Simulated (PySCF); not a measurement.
## Radial density of W (tungsten, neutral)

UHF, [Xe] 4f14 5d4 6s1 6p1, one real determinant (an excited configuration). Calculation: PySCF 2.14, in aug-cc-pVTZ-PP with ECP60MDF (6s6p5d3f2g, 88 functions); a scalar-relativistic core potential. This is the valence pseudo-density: the core potential removes the inner electrons and smooths the orbitals near the nucleus.

| r (bohr) | 4πr²ρ (e/bohr) | 4πr²(ρα − ρβ) |
| --- | --- | --- |
| 0.241 | 0.0002819 | 0.0000 |
| 0.405 | 0.05401 | 0.0029 |
| 0.680 | 3.611 | 0.2176 |
| 1.14 | 10.66 | 1.8661 |
| 1.93 | 3.805 | 2.3045 |
| 3.24 | 1.107 | 1.0885 |
| 5.45 | 0.2224 | 0.2224 |
| 9.16 | 0.009697 | 0.0097 |
| 15.4 | 1.854e-05 | 0.0000 |

⟨L²⟩ = 7.95 against 12 for a pure F term, so this real determinant mixes terms. Energies and moments cover only the electrons outside the core potential. Spin-orbit coupling, absent here, splits the open shell strongly.
